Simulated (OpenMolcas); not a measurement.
Computed levels of 5d² in ions with 70 electrons, in cm-1 above ³F₂.

```json
{
  "Program": "OpenMolcas",
  "Method": "SS-CASPT2, IPEA 0.25 Eh, imaginary shift 0.1 Eh",
  "Basis": "ANO-R3",
  "Scalar Hamiltonian": "X2C, finite nucleus",
  "Spin-orbit coupling": "RASSI with atomic mean-field integrals over the reference wave functions, term energies averaged over their components"
}
```

Active space for each ion: 2 electrons in 5 orbitals (5d); closed shells correlated by CASPT2: 5s 5p.

```tsv
Level	W4+	Os6+	Ir7+
³F₃	6440	10120	12340
³F₄	11760	17810	21250
³P₀	13330	16440	17940
³P₁	17000	22640	25740
¹G₄	22720	31340	36180
³P₂	23110	33040	38630
¹S₀	43760	57990	65400
```

Q: Estimate ³F₄, ³P₀, ³P₁ for Re5+ from its neighbours W4+ and Os6+.

A: ³F₄ is fine structure, which grows about as the fourth power of a screened charge, so the fourth roots are averaged: ((11760^0.25 + 17810^0.25) / 2)^4 = 14550. The calculation gives 14620, so the estimate is off by -0.5 %.
³P₀ is another term, which grows about linearly with the charge: (13330 + 16440) / 2 = 14885. The calculation gives 14950, so the estimate is off by -0.4 %.
³P₁ is another term, which grows about linearly with the charge: (17000 + 22640) / 2 = 19820. The calculation gives 19760, so the estimate is off by +0.3 %.

Mixed levels, with the weight of the term that names them: W4+ ³P₂ (69 %), Re5+ ³P₂ (64 %), Os6+ ³P₂ (61 %), Ir7+ ³P₂ (58 %).

Term energies are means over components that CASPT2 splits; among the terms shown or strongly mixed into the levels shown the widest spread is 450 cm-1 (5d² ¹G, Os6+). Levels of configurations outside the active space are missing.
